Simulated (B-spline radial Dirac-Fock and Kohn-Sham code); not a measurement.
# Elastic and transport cross sections of chromium for electrons

These are calculated numbers from a radial finite-basis atomic code; the model is relativistic (Dirac) partial waves in the static field of the Dirac-Fock atom with Furness-McCarthy exchange, without polarisation or absorption potentials. σ_tr1 and σ_tr2 weight the cross section with 1 − P₁ and 1 − P₂ of cos θ; "backward" is the share scattered beyond 90°.

```
energy (eV)  σ (a₀²)  σ_tr1 (a₀²)  σ_tr2 (a₀²)  σ/σ_tr1  backward (%)
        715     7.28         1.52         1.78     4.80           8.1
        762     7.03         1.40         1.69     5.04           7.7
        858     6.59         1.19         1.51     5.53           6.8
        991     6.08        0.981         1.32     6.20           5.9
       1000     6.05        0.968         1.30     6.25           5.9
       1080        ?            ?            ?        ?             ?
       1120     5.68        0.828         1.16     6.85           5.2
       1220     5.40        0.735         1.06     7.36           4.7
       1470     4.85        0.563        0.866     8.61           3.8
       1500     4.79        0.547        0.846     8.75           3.7
       2000     4.03        0.359        0.603     11.2           2.6
       2060     3.95        0.344        0.582     11.5           2.5
       2090     3.92        0.337        0.572     11.6           2.5
       2170     3.83        0.318        0.546     12.0           2.4
       2350     3.64        0.282        0.494     12.9           2.2
       2660     3.36        0.234        0.422     14.4           1.8
       3000     3.11        0.195        0.361     16.0           1.6
       3330     2.90        0.166        0.314     17.5           1.4
       3430     2.85        0.159        0.301     18.0           1.3
```

Q: Fill in the row for 1.08 keV.

A: σ = 5.79 a₀², σ_tr1 = 0.871 a₀², σ_tr2 = 1.21 a₀², σ/σ_tr1 = 6.65, backward 5.4 %. The ratio σ/σ_tr1 is roughly the number of elastic collisions that randomise the direction.
